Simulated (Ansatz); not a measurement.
CH8AlBGe, SMILES `[CH3][GeH2][BH][AlH2]` at its PBE0-D4/def2-TZVP geometry, where that method's forces vanish. Total charge 0; spin multiplicity 1.

```xyz
12

C     1.3858    0.5240    1.8342
Ge    0.4860   -0.5794    0.4852
B    -0.3305    0.4654   -1.0964
Al   -2.0517   -0.1711   -2.1238
H     2.1448    1.1461    1.3586
H     1.8635   -0.1077    2.5839
H     0.6656    1.1733    2.3335
H    -0.5272   -1.5090    1.1925
H     1.5310   -1.5162   -0.1753
H     0.2874    1.4487   -1.4047
H    -3.4896    0.3394   -1.6628
H    -1.9652   -1.2135   -3.3250
```

Question: What forces (eV/Å) does PBE-D4/def2-TZVPP give on these atoms in Ansatz? (An estimate is asked.)

Answer: Computed: 
```
C1   0.040  0.020  0.035
Ge2 -0.151  0.065 -0.129
B3  -0.088 -0.096 -0.032
Al4  0.132  0.057  0.073
H5   0.140  0.115 -0.094
H6   0.090 -0.122  0.145
H7  -0.140  0.116  0.086
H8  -0.083 -0.107  0.067
H9   0.107 -0.099 -0.067
H10  0.072  0.106 -0.023
H11 -0.116  0.031  0.031
H12 -0.003 -0.085 -0.092
```
